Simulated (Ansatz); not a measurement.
System: C₂H₂N, charge -1, multiplicity 1. It need not be the lowest isomer of its formula. Whether it binds its extra electron was not tested at this geometry. 
Geometry from a B3LYP-D3(BJ)/def2-TZVP (Ansatz, a quantum-chemistry and plane-wave program) optimisation:
SMILES: [C-]#[N+][CH2-]
```xyz
5

C     -1.1588    -0.0185    -0.0623
N      0.2321    -0.0118    -0.0049
C      1.4060    -0.0714    -0.0293
H     -1.5751    -0.3590     0.8909
H     -1.5320     0.9808    -0.3072
```
Charge -1, spin multiplicity 1.

Basis-set convergence of Hartree-Fock and CCSD correlation energies (hartree) with Ansatz. Cores are frozen in the correlated levels unless marked. No spin-orbit coupling. Non-relativistic. This anion needs diffuse functions, which these sets lack.

```csv
basis,functions,E(HF),"E(corr, CCSD)"
cc-pVDZ,-,-131.25034,-0.44465
cc-pVTZ,118,-131.29293,-0.53353
cc-pVQZ,225,?,?
```

### Question
Fill in the missing entries.

### Answer

- cc-pVQZ, E(HF): -131.30488
- cc-pVQZ, E(corr, CCSD): -0.56220
